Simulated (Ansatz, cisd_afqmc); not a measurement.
Species: InI, charge 0, singlet. InI (SMILES [I][In]).
B3LYP-D3(BJ)/def2-TZVP minimum from Ansatz (a quantum-chemistry and plane-wave program):
```xyz
2

In     0.0000     0.0000    -1.4569
I      0.0000     0.0000     1.3470
```

Total energies in def2-SVP, 10 correlated electrons, 18 frozen orbitals. Open shells are spin-unrestricted; no spin-orbit coupling. Cores are frozen in correlated methods (noble-gas shells, and filled d and f shells in the p block). Past Kr the def2 sets carry scalar-relativistic core potentials. AFQMC is phaseless with a CISD trial state; ± is one standard error, without the phaseless bias. Outlying blocks are dropped, and bars are widened where a walk drifts. Over all cases where full CI ran beside it in this data, AFQMC minus full CI had a median of +0.1 mEh and passed +0.4 mEh in a tenth of the cases. Spin-orbit terms, left out, reach several kcal/mol for Br and I, and more for heavier atoms.

```
method         program         energy (Eh)  minus CCSDTQ (mEh)
----------  ----------  ------------------  ------------------
HF              Ansatz          -485.95149              155.56
MP2             Ansatz          -486.08355               23.50
CCSD            Ansatz          -486.10256                4.49
CCSD(T)         Ansatz          -486.10617                0.87
CCSDT(Q)        Ansatz          -486.10707               -0.02
CCSDTQ          Ansatz          -486.10705                0.00
AFQMC/CISD  cisd_afqmc  -486.1069 ± 0.0002           0.1 ± 0.2
```

Rough core times of Ansatz's runs on a shared machine: CCSD(T) under 20 s, CCSDT(Q) under 20 s, CCSDTQ 4 min.
